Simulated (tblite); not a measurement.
**Question.** What does the GFN2-xTB structure of `N#Cc1cc([SiH3])n2ccccc12` look like in three dimensions?

**Answer.** 
```xyz
20
C9H8N2Si angstrom
N     -0.0688    4.3760    0.2809
C     -0.2154    3.2394    0.1974
C     -0.3953    1.8583    0.0952
C     -1.6105    1.1640   -0.0290
C     -1.3508   -0.1928   -0.1011
Si    -2.5669   -1.6032   -0.2723
N      0.0067   -0.3464   -0.0219
C      0.7399   -1.4860   -0.0494
C      2.0956   -1.4302    0.0429
C      2.7515   -0.1856    0.1675
C      2.0175    0.9666    0.1953
C      0.6216    0.8909    0.0991
H     -2.5842    1.6135   -0.0638
H     -2.4282   -2.5107    0.8730
H     -3.9033   -1.0219   -0.3188
H     -2.2772   -2.3522   -1.5011
H      0.1908   -2.4095   -0.1461
H      2.6700   -2.3417    0.0203
H      3.8267   -0.1566    0.2397
H      2.4751    1.9389    0.2891
```

Orientation and origin are arbitrary. Atoms count from 1 in this order. The 8 C–C bonds span 1.360 Å (C8–C9, aromatic) to 1.412 Å (C9–C10, aromatic), a spread of 0.052 Å. N7 (pyrrole-type nitrogen) is planar (angles 129.0°, 120.8° and 110.2°, sum 360.0°, 0.00 Å off the plane of its three neighbours). Si6 (SiH3 silicon) is tetrahedral (angles from 107.4° to 111.0°). The 5-membered ring C3–C4–C5–N7–C12 has internal angles of 106.6° to 110.2° (sum 540°, against 540° for a flat polygon); it is planar, 0.00 Å rms from its mean plane, widest ring torsion 0°.

Bonds between heavy atoms (Å): N1≡C2 1.149, C2–C3 1.396, C3–C4 1.405, C4–C5 1.383, C5–Si6 1.870, C5–N7 1.368, N7–C8 1.355, C8–C9 1.360, C9–C10 1.412, C10–C11 1.366, C11–C12 1.401, C3–C12 1.404, N7–C12 1.387.

Structure optimised with GFN2-xTB, isolated species.

Point group: Cs (every atom within 0.08 Å of its image). Its GFN2-xTB frequencies are all real (lowest 90 cm⁻¹).

Hardware: an Arm Neoverse V2 with one thread, shared host with 96 logical CPUs at a one-minute load of 54. Cost: 0.29 s of wall time. These figures are those of the optimisation.

All values are computed, not measured.
